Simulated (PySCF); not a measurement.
SMILES B([SiH2]CC=O)(O)O, GFN2-xTB optimised geometry. Atoms within 1.6 Å of the plane z = 0.0 Å (x, y, z in Å): O1 (1.76, 0.87, 0.93), C2 (1.69, -0.33, 1.05), C3 (1.28, -1.27, 0.00), Si4 (-0.68, -1.27, 0.00), B5 (-1.22, 0.62, 0.00), O6 (-1.15, 1.32, -1.15), O7 (-1.60, 1.16, 1.18), H9 (1.58, -0.91, -0.98), H10 (1.66, -2.27, 0.17), H11 (-1.00, -2.12, -1.16), H12 (-1.06, -2.07, 1.18), H13 (-1.31, 2.27, -1.13), H14 (-1.76, 2.11, 1.22).

Computed with PBE0/def2-TZVP (PySCF). Cells within 0.4 Å of a nucleus heavier than hydrogen are left out (blank, or x).

Map of the HOMO−1 amplitude (bohr^(-3/2)) on the plane z = 0.0 Å; orbital energy -8.62 eV, overall sign arbitrary:

```
|4444444444444444444444444444444|
|4444444444444444444444444444444|
|4444444444444444444444444444444|
|4444444444444444444444444444444|
|4444444444444444444444444444444|
|4444444444444444444444444444444|
|4444444444444444444444444444444|
|4444444444444444444444444444444|
|4444444444444444444444444444444|
|4444444444444444444444455544444|
|4444444445555444444444555554444|
|4444444445565444444444555554444|
|4444444445xx5444444444555554444|
|4444444443xxx334444444555554444|
|44444444321x0133444444555544444|
|4444444332000124455444444444444|
|4444444332100134555544444444444|
|4444444332101235677643344444444|
|4444444332113x56789x32334444444|
|444444443323xxx789xxx1233444444|
|444444443334xx58899xx0233444444|
|4444444444445567777421233444444|
|4444444444445566665421234444444|
|4444444444455566655422334444444|
|4444444444455555554433344444444|
|4444444444455555554444444444444|
|4444444444445555544444444444444|
|4444444444444555444444444444444|
|4444444444444444444444444444444|
|4444444444444444444444444444444|
|4444444444444444444444444444444|
```
Scale: ten equal steps from -0.178 (start of '0') to 0.187 (end of '9'), in the order '0123456789'; x runs from -4.50 to 4.50, y from -4.50 (bottom) to 4.50 (top).
